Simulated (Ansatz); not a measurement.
**SnF2 (SMILES [F][Sn][F]): the energy, rung by rung**

SnF2: 3 atoms, total charge 0, spin state singlet. SMILES: `[F][Sn][F]`. Geometry: a GFN2-xTB relaxation, a rough one for these elements and not checked as a minimum.

```xyz
3

Sn    0.0053   -0.0076   -0.8651
F     1.6183   -0.0212    0.4431
F    -1.6236    0.0288    0.4221
```

Each level gives the energy change with the Sn1–F3 bond stretched from 2.076 to 5.191 Å (eV). The values are calculated.

```tsv
level	kind	program	value (eV)	less FCI/STO-3G	CPU time (all runs)
HF/STO-3G (restricted)	Hartree–Fock	Ansatz	9.03	+5.88	1.3 s
BLYP/STO-3G (restricted)	GGA	Ansatz	5.68	+2.53	18 s
BHLYP/STO-3G (restricted)	global hybrid	Ansatz	7.53	+4.38	7.6 s
HSE06/STO-3G (restricted)	range-separated hybrid	Ansatz	6.62	+3.47	58 s
B2PLYP/STO-3G (restricted)	double hybrid	Ansatz	2.99	-0.16	11 s
MP2/STO-3G (restricted)	perturbation theory	Ansatz	0.82	-2.33	3.3 s
CCSD(T)/STO-3G (unrestricted)	coupled cluster or CI	Ansatz	3.11	-0.04	15 s
FCI/STO-3G	exact in the basis	Ansatz	3.15	0.00	8.2 s
```

FCI/STO-3G is exact within its basis and frozen core, so for wave-function methods in that basis the difference is their error; functionals converge differently with the basis, so for them it is only a difference. A spin-restricted reference rises too steeply as a bond breaks; here HF/STO-3G, BLYP/STO-3G, BHLYP/STO-3G, HSE06/STO-3G lie well above the multireference or unrestricted value. All-electron rows without a relativistic Hamiltonian named are non-relativistic. The first shape isn't each level's own minimum. The values span 0.82 to 9.03 eV. Spin contamination of the reference (⟨S²⟩ at least 0.1 too high) touches CCSD(T)/STO-3G. All rows use very small basis sets, so none should be taken for the real molecule's value. In the correlated wave-function rows the outer d shell of Sn is correlated, in sets not made for it. Times are those of the runs behind each value, whatever else they computed, on shared processors of several kinds: orders of magnitude only.
